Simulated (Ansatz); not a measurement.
`OB(F)[SiH2]S` → `O[SiH2]SBF`  (isomerisation)

Gas-phase electronic energies from Ansatz, PBE0-D4/def2-TZVP geometries. CBS: MP2 limit from def2 TZ/QZ plus the TZ coupled-cluster correction, frozen cores. DFT in def2-TZVPP. B3LYP here is the variant with VWN-RPA as its local correlation; programs differ in this. One conformer a species, not always the lowest.

CCSD(T)/CBS gives -49.2 kJ/mol.

Q: Another level gave -57.7 kJ/mol. Which?
A. PBE/def2-TZVPP
B. B3LYP/def2-TZVPP
C. B2PLYP/def2-TZVPP
D. MP2/def2-TZVPP

A: D. MP2/def2-TZVPP -57.7, B2PLYP -49.3, PBE -36.5, B3LYP -43.6 kJ/mol.

Largest T1 diagnostic among the species: 0.013.

From PBE to PBE0 (25 % exact exchange), in def2-TZVPP and without D4, ΔE moves by −3.0 kJ/mol.
